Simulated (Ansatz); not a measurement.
`[OH][Ga-]([OH])([OH])[PH3+]`. The species carries charge 0 and has multiplicity 1. Correlated methods include outer-core shells of Ga, which these sets cover unevenly. Scalar relativity is left out up to krypton.

```xyz
11

O    -0.254    0.138    2.098
Ga    0.517   -0.450    0.580
O     2.102    0.259    0.101
O     0.125   -2.115    0.017
P    -0.965    0.841   -1.086
H     0.310    0.744    2.583
H     2.658   -0.370   -0.362
H    -0.419   -2.594    0.646
H    -0.930    2.250   -1.080
H    -0.781    0.632   -2.467
H    -2.362    0.666   -1.030
```

Question: Give the diagnostics of a CCSD(T)/def2-TZVPP run (frozen core, Ansatz). (An estimate is asked.)

Answer: Computed: T1 = 0.0139, largest single amplitude 0.023, largest double 0.032, (T) share of the correlation energy 3.6 %, 9 CCSD cycles. The RHF solution is stable towards an unrestricted one. T1 lies under the customary mark of 0.02 for closed shells.
